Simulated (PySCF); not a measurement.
# Dipole polarisabilities along group 15

Calculated with PySCF 2.14 for the ground configurations, without spin-orbit coupling: coupled response for Hartree-Fock and DFT. Mean α in bohr³, C₆ of like pairs in atomic units.

```tsv
species	α UHF	α PBE	α PBE0	α recommended (Schwerdtfeger and Nagle)	C₆ UHF	C₆ PBE	C₆ PBE0
N [He] 2s2 2p3 (aug-cc-pV5Z, non-relativistic)	7.171	8.299	7.783	7.4 ± 0.2	23.25	28.49	26.26
P [Ne] 3s2 3p3 (aug-cc-pV(5+d)Z, non-relativistic)	25.45	27.72	26.53	25 ± 1	187.9	206.6	196.3
Bi [Xe] 4f14 5d10 6s2 6p3 (aug-cc-pV5Z-PP with ECP60MDF, ECP)	50.20	55.65	52.58	48 ± 4	606.8	673.0	632.8
```

Hartree-Fock lacks correlation. PBE lies above the recommended values here, as self-interaction makes its density too diffuse. All values carry a basis error.
